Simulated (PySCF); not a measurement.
A geometry optimisation on `PB[AsH2]`.

Computed with PBE0-D3(BJ)/def2-SVP geometry optimisation, gas phase (PySCF 2.14.0). Start geometry: GFN2-xTB. A driver script takes a list of jobs; this job's settings line and coordinates (Å) are shown.

Command:
```bash
OMP_NUM_THREADS=1 python probes_run.py task.json out
```

Input:
```
{"job": {"xc": "PBE0", "basis": "def2-SVP", "d3": "d3bj", "grid": 1, "kind": "geom"}, "charge": 0, "multiplicity": 1}
P     -1.723461     0.066023     0.017493
B     -0.006145    -0.120557     0.699662
As     1.419738    -1.159652    -0.238849
H     -2.078645     1.318803     0.477595
H     -1.483313     0.460601    -1.286754
H      0.142138     0.161964     1.831087
H      2.508690    -0.172590     0.073056
H      1.230055    -0.545180    -1.597855
```

Output:
```
step   0  E = -2604.22102156  max force = 0.018001
step   1  E = -2604.22420373  max force = 0.005196
step   2  E = -2604.22437518  max force = 0.000750
step   3  E = -2604.22439482  max force = 0.000579
step   4  E = -2604.22440504  max force = 0.000330
optimisation converged
```

Energies in Eh; «max force» is the largest Cartesian gradient component in Eh/bohr.

Task: Give the first gradient maximum in eV/Å.

Result: With 1 Eh/bohr = 51.422 eV/Å, 0.926 eV/Å.

Task: How much energy does the optimisation release, in kcal/mol?

Result: E(step 0) − E(last step) = 0.003383 Eh, which is 2.1 kcal/mol.

In short: final energy -2604.22441 Eh after 4 steps; dipole 1.31 D.

Task: Give the final coordinates.

Result: 0.079 Å rms from the input after alignment:
```
atom  x, y, z in Å
P1    -1.7336    0.1077   -0.0574
B2     0.0035   -0.0576    0.6212
As3    1.4601   -1.1052   -0.2765
H4    -2.1459    1.3621    0.4630
H5    -1.5432    0.4711   -1.4166
H6     0.1713    0.2246    1.7838
H7     2.5973   -0.1887    0.1381
H8     1.3227   -0.5524   -1.6854
```

Task: How long does this job take on one thread, Arm Neoverse V2 (aarch64), on a shared host? And the peak memory of the process?

Result: About 14 s, with 0.38 GiB resident at the peak, the Python interpreter and its libraries included.
Labels such as C1 count atoms from 1, the log's own numbers from 0.
